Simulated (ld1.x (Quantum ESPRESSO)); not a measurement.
## Configuration tests for B (TM)

- Element: boron (B)
- Generator: ld1.x (Quantum ESPRESSO) 7.5
- Type: norm-conserving Troullier–Martins (Kleinman–Bylander form)
- Functional: PBE
- Relativity: non-relativistic
- Frozen core: [He]
- Valence charge: 3
- Reference configuration: 2s2 2p1
- Partial waves: 2s (bound): rc 1.10 bohr; 2p (bound): rc 3.45 bohr; 3d channel at 0.2 Ry: rc 3.45 bohr
- Local potential: the d channel
- Core correction: Bessel-smoothed model core, default radius (core density twice the valence density)

Energies are relative to the spin-unpolarised reference configuration 2s2 2p1; without spin polarisation the order of configurations can differ from experiment.

```csv
valence configuration,charge,ΔE all-electron (eV),error AE − PS (meV)
2s2 2p0,+1,8.222,+145
2s1 2p0,+2,33.637,+428
2s2 2p0.5,+0.5,2.888,+21
2s1 2p1,+1,14.355,-70
2s1 2p2,0,5.844,-30
2s2 2p1.3,-0.3,-0.739,+2.1
```

Question: What are ΔE and the potential's error for 2s0 2p3?

Answer: ΔE = 11.708 eV all-electron; the error (AE − PS) is -122 meV.
